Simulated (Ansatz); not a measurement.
`C=[CH][GaH][Cl]` + H₂S → `[SH][GaH][Cl]` + ethylene  (ligand exchange at a Ga–C bond)

Program: Ansatz. Geometries: PBE0-D4/def2-TZVP. ΔE: electronic, gas phase. CBS: MP2 limit from def2 TZ/QZ plus the TZ coupled-cluster correction, frozen cores. This one scheme is used for every species. DFT in def2-TZVPP. B3LYP here is the variant with VWN-RPA as its local correlation; programs differ in this. HSE06 is defined as in plane-wave codes. For Ga outer-core shells are correlated without core-valence functions, which leaves a few kJ/mol of doubt a bond. Scalar relativity is left out up to krypton. Each species was taken in one conformer, which may not be the lowest.

```csv
level,ΔE (kcal/mol),difference from CCSD(T)/CBS
LDA (SPW92),-22.0,-0.3
PBE-D4,-22.4,-0.7
revPBE-D4,-22.0,-0.3
BLYP-D4,-21.9,-0.2
r2SCAN-D4,-23.2,-1.5
B97M-V,-23.3,-1.6
PBE0-D4,-22.7,-1.0
B3LYP-D4,-22.3,-0.6
r2SCANh-D4,-23.2,-1.5
r2SCAN0-D4,-23.3,-1.6
HSE06-D4,-22.8,-1.1
BHLYP-D4,-23.0,-1.3
CAM-B3LYP-D4,-21.9,-0.2
B2PLYP,-22.4,-0.7
PBE-QIDH,-22.7,-1.0
PBE,-22.6,-0.9
revPBE,-22.7,-1.0
BLYP,-22.4,-0.7
r2SCAN,-23.3,-1.6
PBE0,-23.0,-1.3
r2SCANh,-23.3,-1.6
r2SCAN0,-23.4,-1.7
HSE06,-23.0,-1.3
BHLYP,-23.1,-1.4
CAM-B3LYP,-22.1,-0.4
LC-ωPBE,-22.0,-0.3
RPA@PBE/def2-TZVPP,-20.2,1.5
HF/def2-SVP,-23.3,-1.6
MP2/def2-SVP,-22.5,-0.8
CCSD/def2-SVP,-22.7,-1.0
HF/def2-TZVPP,-23.5,-1.8
SCS-MP2/def2-TZVPP,-21.4,0.3
CCSD/def2-TZVPP,-21.4,0.3
CCSD(T)/def2-TZVPP,-21.4,0.3
HF/def2-QZVPP,-23.4,-1.7
CCSD/def2-QZVPP,-21.7,0.0
CCSD(T)/def2-QZVPP,-21.6,0.1
HF/CBS(def2),-23.3,-1.6
MP2/CBS(def2),-21.9,-0.2
CCSD/CBS(def2),-21.8,-0.1
CCSD(T)/CBS,-21.7,0
```

Largest T1 diagnostic among the species: 0.012.

At CCSD(T), def2-SVP lies −0.9 kcal/mol from the extrapolated value and def2-TZVPP +0.3 kcal/mol. From BLYP to BHLYP (50 % exact exchange), in def2-TZVPP and without D4, ΔE moves by −0.7 kcal/mol.
